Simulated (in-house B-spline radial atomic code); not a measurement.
Configurations of Br⁸⁺, with energies counted from [Ar] (3d3/2)4 (3d5/2)5. Level of theory: Dirac-Hartree-Fock, average of each configuration as written, Fermi nucleus of rms radius 4.1629 fm; calculated with an all-electron radial atomic-structure program (B-spline basis). Energies include first-order Breit, QED and recoil terms.

Occupations are held fixed; configurations that lie above the ionisation limit could autoionise.

```tsv
configuration	E - E(ref) (eV)	highest orbital	its <r> (bohr)
[Ar] (3d3/2)3 (3d5/2)6	1.0565	3d5/2	0.5561
[Ar] (3d3/2)4 (3d5/2)4 (4f5/2)1	155.27	4f5/2	1.876
[Ar] (3d3/2)4 (3d5/2)4 (5p1/2)1	157.2	5p1/2	2.587
[Ar] (3d3/2)2 (3d5/2)6 (6f5/2)1	196.81	6f5/2	5.139
[Ar] (3d3/2)2 (3d5/2)6 (7g9/2)1	205.74	7g9/2	7.039
[Ne] 3s2 (3p1/2)1 (3p3/2)4 (3d3/2)4 (3d5/2)5 (5p3/2)1	282.37	5p3/2	2.608
[Ne] 3s2 (3p1/2)2 (3p3/2)3 (3d3/2)3 (3d5/2)6 (6p1/2)1	300.55	6p1/2	4.1
```

Q: Order these further configurations by energy, lowest first.
A. [Ar] (3d3/2)4 (3d5/2)4 (4d3/2)1
B. [Ne] 3s2 (3p1/2)2 (3p3/2)3 3d10
C. [Ar] (3d3/2)2 (3d5/2)6 4s1
D. [Ne] 3s2 (3p1/2)2 (3p3/2)3 (3d3/2)3 (3d5/2)6 (4p1/2)1
E. [Ne] 3s2 (3p1/2)1 (3p3/2)4 (3d3/2)4 (3d5/2)5 (5f7/2)1

A: C (84.879 eV), B (117.43 eV), A (130.09 eV), D (219.18 eV), E (305.36 eV).

Q: How far above the reference does [Ar] (3d3/2)2 (3d5/2)6 (7p1/2)1 lie?

A: 197.82 eV; its least bound orbital is 7p1/2 with <r> = 5.946 bohr.

Q: How far above the reference does [Ar] (3d3/2)4 (3d5/2)4 (7f7/2)1 lie?

A: 203.15 eV; its least bound orbital is 7f7/2 with <r> = 7.264 bohr.

Q: How far above the reference does [Ne] 3s2 (3p1/2)1 (3p3/2)4 (3d3/2)3 (3d5/2)6 4s1 lie?

A: 205.43 eV; its least bound orbital is 4s1/2 with <r> = 1.316 bohr.
